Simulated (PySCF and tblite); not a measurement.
4 constitutional isomers of C₅H₈O₂:

```tsv
isomer	SMILES
A	[O:1]=[C:2]1[CH2:3][CH2:4][O:5][CH2:6][CH2:7]1
B	[CH2:1]=[C:2]1[CH2:3][CH2:4][O:5][CH2:6][O:7]1
C	[O:1]=[C:2]1[CH2:3][CH2:4][CH2:5][O:6][CH2:7]1
D	[O:1]=[C:2]1[CH2:3][CH2:4][CH2:5][CH2:6][O:7]1
```

Measured ¹³C shifts of one of them (ppm against TMS, one entry a carbon; solvent CDCl3; Stadelmann, Balmer, Riniker, Ebert, PCCP 2022): 206.5, 67.9, 67.9, 42.9, 42.9.

Protocol: conformer search, at most 6 conformers an isomer, GFN2-xTB geometries, energies PBE0/def2-SVP (IEF-PCM, chloroform) (D3(BJ) added where defined), GIAO shieldings mPW1PW91/pcSseg-1 (IEF-PCM, chloroform), weights at 298.15 K with GFN2-xTB thermal terms. Programs: PySCF with density fitting and tblite.

Computed shifts in falling order:

```
carbon  measured      A      B      C      D
     1     206.5  217.1  166.4  218.7  177.1
     2      67.9   74.1   98.0   79.6   72.4
     3      67.9   74.1   96.9   69.4   34.9
     4      42.9   48.7   69.7   42.9   27.1
     5      42.9   48.7   33.6   30.3   24.3
```

**Question.** Which structure fits the measured spectrum?

**Answer.** After a straight-line fit of each column to the measured values (slope held to 0.85 to 1.15; an offset alone for few or close values), with errors scored by one-sided Student-t tails (width 2 ppm, 10 degrees of freedom):

```json
{"isomer": "A", "slope": "1.000", "mean error (ppm)": "1.47", "largest error": "3.7", "P (%)": "100.0"}
{"isomer": "B", "slope": "1.000", "mean error (ppm)": "25.59", "largest error": "47.4", "P (%)": "0.0"}
{"isomer": "C", "slope": "1.000", "mean error (ppm)": "7.53", "largest error": "15.2", "P (%)": "0.0"}
{"isomer": "D", "slope": "1.000", "mean error (ppm)": "10.24", "largest error": "22.9", "P (%)": "0.0"}
```

The score favours A, which is the compound measured. Its computed assignment: ¹H (against TMS): 4.19 (H4/H6, 4H), 2.45 (H3/H7, 4H). ¹³C (against TMS): 217.1 (C2), 74.1 (C4/C6), 48.7 (C3/C7).

Shifts are unscaled: against experiment ¹³C can be off by 15 ppm or more and ¹H by 0.8 ppm.
